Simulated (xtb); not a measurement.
C3H7BO3, SMILES O(CC=C)B(O)O. All values are semi-empirical tight-binding results from xtb (GFN2-xTB unless named), good for trends rather than for accurate numbers. Geometry: GFN2-xTB. One conformer was computed; it need not be the lowest.

Optimised geometry:

```xyz
14

C      3.2690    -0.1978     0.0556
C      2.1022     0.0880     0.6007
C      0.8035    -0.5364     0.1946
O     -0.1965     0.4672     0.1177
B     -1.4844     0.1687    -0.1939
O     -2.3912     1.1848    -0.2631
O     -1.8813    -1.1096    -0.4328
H      4.1820     0.2623     0.3924
H      3.3604    -0.9140    -0.7445
H      2.0186     0.8140     1.3972
H      0.5003    -1.2849     0.9406
H      0.8934    -1.0446    -0.7718
H     -2.0169     2.0458    -0.0833
H     -2.8118    -1.1839    -0.6412
```
Charge 0, spin multiplicity 1.

A frequency run showed that this geometry is not a minimum.

Task: Estimate the properties. (The exact figures need the calculation; the answer reports its results.)

Result: 
```yaml
orbital_gap: 5.30 eV
dipole_moment: 0.28 D
static polarisability (D4 model): 65.8 bohr³
solvation energy, GFN2-xTB/ALPB(water): -9.4 kcal/mol
solvation energy, GFN2-xTB/ALPB(benzene): -6.8 kcal/mol
```

Computed IR lines (harmonic; lines under 4 % of the strongest left out, lines within 3 cm⁻¹ merged):
ν (cm⁻¹): 514 (w), 602 (s), 606 (m), 950 (m), 956 (m), 1021 (w), 1259 (m), 1281 (vs), 1304 (s), 1329 (m), 2865 (w), 2918 (w), 3130 (w), 3650 (w), 3658 (w) (against the strongest line: vs over 80 %, s over 45 %, m over 15 %, w over 4 %, vw less). 1 imaginary mode(s) remain.

Computed atomic charges and the Wiberg bond orders between heavy atoms:
charges (e) C1 -0.09, C2 -0.03, C3 0.08, O4 -0.38, B5 0.55, O6 -0.50, O7 -0.49, H8 0.05, H9 0.04, H10 0.05, H11 0.05, H12 0.04, H13 0.31, H14 0.32. Bond orders C1–C2 1.99, C2–C3 1.02, C3–O4 0.96, O4–B5 1.11, B5–O6 1.11, B5–O7 1.12.
